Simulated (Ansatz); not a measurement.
Consider the substitution at a C–Ga bond: `N[SiH2][CH2][GaH2]` + H₂Te → `N[SiH2]C[TeH]` + `[GaH3]`.

Program: Ansatz. Geometries: PBE0-D4/def2-TZVP. ΔE: electronic, gas phase. CCSD(T)/CBS adds triple-zeta CCSD(T) − MP2 to the extrapolated MP2 energy (def2 sets, frozen cores). DFT in def2-TZVPP. HSE06 is defined as in plane-wave codes. def2 core potentials past Kr. For Ga, Te outer-core shells are correlated without core-valence functions, which leaves a few kJ/mol of doubt a bond. Scalar relativity is left out up to krypton. Each species was taken in one conformer, which may not be the lowest.

```json
{"level": "LDA (SPW92)", "ΔE (kJ/mol)": "37.6", "difference from CCSD(T)/CBS": "3.4"}
{"level": "PBE-D4", "ΔE (kJ/mol)": "33.7", "difference from CCSD(T)/CBS": "-0.5"}
{"level": "revPBE-D4", "ΔE (kJ/mol)": "31.5", "difference from CCSD(T)/CBS": "-2.7"}
{"level": "BLYP-D4", "ΔE (kJ/mol)": "31.1", "difference from CCSD(T)/CBS": "-3.1"}
{"level": "r2SCAN-D4", "ΔE (kJ/mol)": "37.4", "difference from CCSD(T)/CBS": "3.2"}
{"level": "B97M-V", "ΔE (kJ/mol)": "33.2", "difference from CCSD(T)/CBS": "-1.0"}
{"level": "r2SCANh-D4", "ΔE (kJ/mol)": "37.8", "difference from CCSD(T)/CBS": "3.6"}
{"level": "r2SCAN0-D4", "ΔE (kJ/mol)": "38.4", "difference from CCSD(T)/CBS": "4.2"}
{"level": "HSE06-D4", "ΔE (kJ/mol)": "35.8", "difference from CCSD(T)/CBS": "1.6"}
{"level": "BHLYP-D4", "ΔE (kJ/mol)": "34.8", "difference from CCSD(T)/CBS": "0.6"}
{"level": "CAM-B3LYP-D4", "ΔE (kJ/mol)": "37.0", "difference from CCSD(T)/CBS": "2.8"}
{"level": "ωB97X-V", "ΔE (kJ/mol)": "35.4", "difference from CCSD(T)/CBS": "1.2"}
{"level": "ωB97M-V", "ΔE (kJ/mol)": "35.2", "difference from CCSD(T)/CBS": "1.0"}
{"level": "B2PLYP", "ΔE (kJ/mol)": "35.5", "difference from CCSD(T)/CBS": "1.3"}
{"level": "PBE-QIDH", "ΔE (kJ/mol)": "36.9", "difference from CCSD(T)/CBS": "2.7"}
{"level": "PBE", "ΔE (kJ/mol)": "35.4", "difference from CCSD(T)/CBS": "1.2"}
{"level": "revPBE", "ΔE (kJ/mol)": "35.7", "difference from CCSD(T)/CBS": "1.5"}
{"level": "BLYP", "ΔE (kJ/mol)": "35.1", "difference from CCSD(T)/CBS": "0.9"}
{"level": "PBE0", "ΔE (kJ/mol)": "37.3", "difference from CCSD(T)/CBS": "3.1"}
{"level": "r2SCANh", "ΔE (kJ/mol)": "38.1", "difference from CCSD(T)/CBS": "3.9"}
{"level": "r2SCAN0", "ΔE (kJ/mol)": "38.8", "difference from CCSD(T)/CBS": "4.6"}
{"level": "HSE06", "ΔE (kJ/mol)": "37.2", "difference from CCSD(T)/CBS": "3.0"}
{"level": "BHLYP", "ΔE (kJ/mol)": "37.6", "difference from CCSD(T)/CBS": "3.4"}
{"level": "CAM-B3LYP", "ΔE (kJ/mol)": "38.6", "difference from CCSD(T)/CBS": "4.4"}
{"level": "LC-ωPBE", "ΔE (kJ/mol)": "40.2", "difference from CCSD(T)/CBS": "6.0"}
{"level": "RPA@PBE/def2-TZVPP", "ΔE (kJ/mol)": "35.6", "difference from CCSD(T)/CBS": "1.4"}
{"level": "HF/def2-SVP", "ΔE (kJ/mol)": "43.6", "difference from CCSD(T)/CBS": "9.4"}
{"level": "MP2/def2-SVP", "ΔE (kJ/mol)": "43.9", "difference from CCSD(T)/CBS": "9.7"}
{"level": "CCSD/def2-SVP", "ΔE (kJ/mol)": "45.8", "difference from CCSD(T)/CBS": "11.6"}
{"level": "CCSD(T)/def2-SVP", "ΔE (kJ/mol)": "44.8", "difference from CCSD(T)/CBS": "10.6"}
{"level": "HF/def2-TZVPP", "ΔE (kJ/mol)": "37.4", "difference from CCSD(T)/CBS": "3.2"}
{"level": "MP2/def2-TZVPP", "ΔE (kJ/mol)": "34.3", "difference from CCSD(T)/CBS": "0.1"}
{"level": "SCS-MP2/def2-TZVPP", "ΔE (kJ/mol)": "33.3", "difference from CCSD(T)/CBS": "-0.9"}
{"level": "CCSD/def2-TZVPP", "ΔE (kJ/mol)": "38.9", "difference from CCSD(T)/CBS": "4.7"}
{"level": "CCSD(T)/def2-TZVPP", "ΔE (kJ/mol)": "37.3", "difference from CCSD(T)/CBS": "3.1"}
{"level": "HF/def2-QZVPP", "ΔE (kJ/mol)": "35.7", "difference from CCSD(T)/CBS": "1.5"}
{"level": "SCS-MP2/def2-QZVPP", "ΔE (kJ/mol)": "31.0", "difference from CCSD(T)/CBS": "-3.2"}
{"level": "HF/CBS(def2)", "ΔE (kJ/mol)": "35.5", "difference from CCSD(T)/CBS": "1.3"}
{"level": "MP2/CBS(def2)", "ΔE (kJ/mol)": "31.2", "difference from CCSD(T)/CBS": "-3.0"}
{"level": "CCSD/CBS(def2)", "ΔE (kJ/mol)": "35.8", "difference from CCSD(T)/CBS": "1.6"}
{"level": "CCSD(T)/CBS", "ΔE (kJ/mol)": "34.2", "difference from CCSD(T)/CBS": "0"}
```

Question: What do rigid-rotor, harmonic-oscillator terms from PBE0-D4/def2-TZVP frequencies (298.15 K, 1 bar) make of the CCSD(T)/CBS value? (An estimate is asked.)

Answer: Computed: ΔZPE = +1.6 kJ/mol, ΔH = +35.4 kJ/mol, ΔS = -12 J/(mol·K), ΔG = +39.0 kJ/mol. Modes under 50 cm⁻¹ make the entropy rough.

Largest T1 diagnostic among the species: 0.013.

Leaving LDA and LC-ωPBE aside and taking each functional with its dispersion term where it has one, the values spread over 7.2 kJ/mol, from BLYP-D4 to r2SCAN0-D4. The D4 term adds −3.0 kJ/mol with B3LYP and −1.5 kJ/mol with PBE0; it sums over pairs of atoms, weighted by their polarisabilities, and B3LYP, whose exchange is more repulsive, gets the larger term.

CCSD(T)/CBS has its own doubt, a few kJ/mol and more with outer-core shells, so smaller differences from it don't rank the levels.

B3LYP here is the variant with VWN-RPA as its local correlation; programs differ in this.
